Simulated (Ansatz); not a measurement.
`OC[SiH2][TeH]` + H₂O → `O[SiH2][TeH]` + CH₃OH  (formal hydrolysis of the Si–C bond)

Computed with Ansatz on PBE0-D4/def2-TZVP structures; ΔE is electronic, products minus reactants. CBS: MP2 limit from def2 TZ/QZ plus the TZ coupled-cluster correction, frozen cores. This one scheme is used for every species. Functionals use def2-TZVPP. def2 core potentials past Kr. For Te outer-core shells are correlated without core-valence functions, which leaves a few kJ/mol of doubt a bond. One conformer a species, not always the lowest.

`OC[SiH2][TeH]`:

Z-matrix (Å, degrees):
```
C
Si 1 1.894
O 1 1.414 2 114.1
H 1 1.102 2 108.4 3 125.3
H 1 1.093 2 109.3 3 -119.2
Te 2 2.490 1 114.0 3 61.1
H 2 1.490 1 108.5 3 -54.3
H 2 1.488 1 109.4 3 -173.6
H 3 0.960 1 108.8 2 55.6
H 6 1.658 2 91.5 1 68.0
```

H₂O:

Z-matrix (Å, degrees):
```
O
H 1 0.960
H 1 0.960 2 105.1
```

`O[SiH2][TeH]`:

```xyz
7

O     0.588   -1.408    0.702
Si    0.622    0.068   -0.018
Te   -1.318    0.479   -1.539
H    -0.250   -1.705    1.061
H     0.616    1.173    0.973
H     1.855    0.082   -0.833
H    -2.113    1.311   -0.347
```

CH₃OH:

Z-matrix (Å, degrees):
```
C
O 1 1.409
H 1 1.097 2 112.4
H 1 1.090 2 107.0 3 -118.5
H 1 1.097 2 112.4 3 123.0
H 2 0.959 1 108.5 3 -61.6
```

| level | ΔE (kJ/mol) |
| --- | --- |
| r2SCAN-D4 | -109.0 |
| r2SCAN | -110.3 |
| PBE0 | -104.9 |
| MP2/def2-TZVPP | -109.6 |
| CCSD/def2-TZVPP | -110.7 |
| MP2/def2-QZVPP | -108.8 |
| SCS-MP2/def2-QZVPP | -113.1 |
| CCSD/CBS(def2) | -108.8 |

What does CCSD(T)/CBS give? (Best estimate.)

Ansatz gave: -105.7 kJ/mol. The listed levels differ from it by -3.3, -4.6, 0.8, -3.9, -5.0, -3.1, -7.4, -3.1 kJ/mol.

Largest T1 diagnostic among the species: 0.011.

The D4 term adds +6.8 kJ/mol with B3LYP and +4.0 kJ/mol with PBE0; it sums over pairs of atoms, weighted by their polarisabilities, and B3LYP, whose exchange is more repulsive, gets the larger term. From PBE to PBE0 (25 % exact exchange), in def2-TZVPP and without D4, ΔE moves by −3.9 kJ/mol. In def2-TZVPP, CCSD(T) changes the Hartree–Fock value by +23.6 kJ/mol (the triples alone add +3.1 kJ/mol) and MP2 by +21.5 kJ/mol.

B3LYP here is the variant with VWN-RPA as its local correlation; programs differ in this.
